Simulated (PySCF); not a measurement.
TeHF, SMILES F[TeH].

Geometry: r2SCAN-D4/def2-TZVP. The def2 effective core potentials stand for the cores of Te; spin–orbit coupling is left out.

Calculation: TDDFT-LC-ωPBE/def2-TZVPD in PySCF.

Vertical excitations. The molecule is in vacuum. State labels are in the subgroup Cs.

Computed lowest excited states:
```csv
state,symmetry,energy (eV),λ (nm),f,main pairs
S1,A",2.53,491,0.000,HOMO→LUMO 94 %
S2,A",5.01,247,0.003,"HOMO→LUMO+1 63 %, HOMO→LUMO+4 22 %, HOMO→LUMO+5 10 %"
S3,A',5.89,210,0.015,HOMO−1→LUMO 92 %
S4,A",6.75,184,0.250,"HOMO→LUMO+5 63 %, HOMO→LUMO+1 21 %"
S5,A",7.10,175,0.000,HOMO→LUMO+2 91 %
S6,A',7.33,169,0.016,HOMO→LUMO+3 95 %
S7,A",7.56,164,0.017,"HOMO→LUMO+4 63 %, HOMO→LUMO+5 18 %"
S8,A',7.84,158,0.052,HOMO→LUMO+6 81 %
S9,A",8.04,154,0.054,HOMO−2→LUMO 88 %
S10,A',8.28,150,0.013,HOMO−3→LUMO 73 %
T1,A",1.71,724,0,HOMO→LUMO 92 %
T2,A",4.33,286,0,"HOMO→LUMO+1 50 %, HOMO→LUMO+4 23 %, HOMO→LUMO+5 20 %"
T3,A',4.94,251,0,HOMO−1→LUMO 89 %
T4,A",6.21,200,0,"HOMO→LUMO+5 54 %, HOMO→LUMO+1 29 %, HOMO→LUMO+7 9 %"
```
Triplets are in the Tamm–Dancoff approximation, which puts them higher than full response would, so one can lie above its singlet here.
